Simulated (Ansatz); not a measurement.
Reaction (ligand exchange at the Si–C bond): `C=[C]([SiH3])[InH2]` + `C=C(F)S` → `C=C(F)S[SiH3]` + `C=[CH][InH2]`

Computed with Ansatz on PBE0-D4/def2-TZVP structures; ΔE is electronic, products minus reactants. CCSD(T)/CBS adds triple-zeta CCSD(T) − MP2 to the extrapolated MP2 energy (def2 sets, frozen cores). Functionals use def2-TZVPP. B3LYP here is the variant with VWN-RPA as its local correlation; programs differ in this. Elements past krypton have def2 core potentials. For In outer-core shells are correlated without core-valence functions, which leaves a few kJ/mol of doubt a bond. One conformer a species, not always the lowest.

`C=[C]([SiH3])[InH2]`:

```xyz
11

C    -1.172   -0.898   -0.640
C    -0.187   -0.144   -0.139
Si    0.012    0.059    1.694
In    1.129    0.800   -1.557
H    -1.324   -1.042   -1.710
H    -1.891   -1.418   -0.004
H    -0.082    1.498    2.068
H     1.355   -0.418    2.125
H    -1.034   -0.703    2.437
H     0.748    0.473   -3.211
H     2.446    1.793   -1.064
```

`C=C(F)S`:

```xyz
7

C    -0.126    0.598    0.731
C    -0.413   -0.350   -0.144
F    -1.602   -0.962   -0.125
S     0.553   -1.021   -1.444
H     0.831    1.097    0.722
H    -0.863    0.881    1.471
H     1.620   -0.244   -1.210
```

`C=C(F)S[SiH3]`:

Z-matrix (Å, degrees):
```
Si
S 1 2.151
H 1 1.483 2 103.3
H 1 1.483 2 110.2 3 -118.6
H 1 1.481 2 112.0 3 118.4
C 2 1.754 1 99.9 3 170.9
F 6 1.342 2 114.3 1 42.9
C 6 1.322 2 125.3 1 -139.9
H 8 1.082 6 120.1 2 -174.4
H 8 1.079 6 120.2 2 5.0
```

`C=[CH][InH2]`:

```xyz
8

C    -0.220    1.318    0.607
C     0.358    0.118    0.652
In    0.038   -1.318   -0.895
H    -0.873    1.616   -0.210
H    -0.072    2.066    1.384
H     0.998   -0.102    1.505
H     0.772   -2.877   -0.860
H    -1.001   -0.820   -2.183
```

```tsv
level	ΔE (eV)
PBE-D4	-0.54
B3LYP-D4	-0.53
ωB97X-V	-0.55
ωB97M-V	-0.55
HF/def2-TZVPP	-0.57
CCSD(T)/def2-TZVPP	-0.52
SCS-MP2/def2-QZVPP	-0.53
MP2/CBS(def2)	-0.53
```

Task: What does CCSD(T)/CBS give? (Estimate.)

Result: Computed: -0.52 eV. The listed levels differ from it by -0.02, -0.01, -0.03, -0.03, -0.05, 0.00, -0.01, -0.01 eV.

Largest T1 diagnostic among the species: 0.014.

In def2-TZVPP, CCSD(T) changes the Hartree–Fock value by +0.06 eV (the triples alone add +0.00 eV) and MP2 by +0.05 eV.
